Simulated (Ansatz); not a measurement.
Consider the formal exchange of groups at a Ga–C bond: `[CH3][GaH][SiH3]` + `O[SiH3]` → `O[SiH2][GaH][SiH3]` + CH₄.

Isolated molecules relaxed with PBE0-D4/def2-TZVP in Ansatz; ΔE leaves out vibrations. CBS: MP2 limit from def2 TZ/QZ plus the TZ coupled-cluster correction, frozen cores. This one scheme is used for every species. DFT in def2-TZVPP. B3LYP here is the variant with VWN-RPA as its local correlation; programs differ in this. For Ga outer-core shells are correlated without core-valence functions, which leaves a few kJ/mol of doubt a bond. Scalar relativity is left out up to krypton. Each species was taken in one conformer, which may not be the lowest.

Question: Is it downhill or uphill in electronic energy at CCSD(T)/CBS, and by how much? (Best estimate.)

Answer: The calculation gave: Downhill: ΔE = -5.5 kcal/mol.

Question: What do these levels give: ωB97X-V, r2SCAN, B3LYP, HF/def2-TZVPP, MP2/def2-TZVPP, SCS-MP2/def2-TZVPP, CCSD/def2-TZVPP, CCSD(T)/def2-TZVPP, SCS-MP2/def2-QZVPP, HF/CBS(def2), MP2/CBS(def2), CCSD/CBS(def2)? (Best estimate.)

Answer: Computed: ωB97X-V -5.8, r2SCAN -7.3, B3LYP -6.4, HF/def2-TZVPP -3.6, MP2/def2-TZVPP -3.8, SCS-MP2/def2-TZVPP -3.6, CCSD/def2-TZVPP -4.9, CCSD(T)/def2-TZVPP -5.2, SCS-MP2/def2-QZVPP -3.7, HF/CBS(def2) -3.5, MP2/CBS(def2) -4.1, CCSD/CBS(def2) -5.2 kcal/mol.

Largest T1 diagnostic among the species: 0.013.

From PBE to PBE0 (25 % exact exchange), in def2-TZVPP and without D4, ΔE moves by +1.0 kcal/mol. The D4 term adds −1.0 kcal/mol with B3LYP and −0.6 kcal/mol with PBE0; it sums over pairs of atoms, weighted by their polarisabilities, and B3LYP, whose exchange is more repulsive, gets the larger term.
